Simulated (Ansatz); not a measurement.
Program: Ansatz. Geometries: PBE0-D4/def2-TZVP. ΔE: electronic, gas phase. CBS: MP2 limit from def2 TZ/QZ plus the TZ coupled-cluster correction, frozen cores. Functionals use def2-TZVPP. No spin–orbit coupling; open shells (•) take unrestricted orbitals. Spin–orbit coupling would lower the free atoms: clearly for Br. Bonds to Br are less sure, by a few kJ/mol each and by 10 to 20 or more in all where they break to atoms, as the def2 sets lack core-valence functions. Scalar relativity is left out up to krypton. Each species was taken in one conformer, which may not be the lowest.

`[OH][Al]([Br])[O][SiH3]` → `[OH][Al][O][SiH3]`• + Br•  (homolysis of the Al–Br bond)

**Question.** What is ΔE at CCSD(T)/CBS? (An estimate is asked.)

**Answer.** Computed: +4.75 eV.

**Question.** What do these levels give: r2SCAN-D4, BLYP, MP2/def2-SVP, CCSD/def2-SVP, CCSD/def2-TZVPP, MP2/def2-QZVPP? (An estimate is asked.)

**Answer.** The calculation gave: r2SCAN-D4 4.55, BLYP 4.21, MP2/def2-SVP 4.56, CCSD/def2-SVP 4.39, CCSD/def2-TZVPP 4.48, MP2/def2-QZVPP 4.80 eV.

Largest T1 diagnostic among the species: 0.015.

In def2-TZVPP, CCSD(T) changes the Hartree–Fock value by +0.99 eV (the triples alone add +0.07 eV) and MP2 by +1.12 eV; breaking electron pairs costs correlation energy, which Hartree–Fock lacks. At CCSD(T), def2-SVP lies −0.32 eV from the extrapolated value and def2-TZVPP −0.19 eV: correlation converges slowly with the basis, and small sets miss more of it in the bonded molecule than in its fragments. The D4 term adds +0.09 eV with B3LYP and +0.05 eV with PBE0; it sums over pairs of atoms, weighted by their polarisabilities, and B3LYP, whose exchange is more repulsive, gets the larger term.

B3LYP here is the variant with VWN-RPA as its local correlation; programs differ in this.
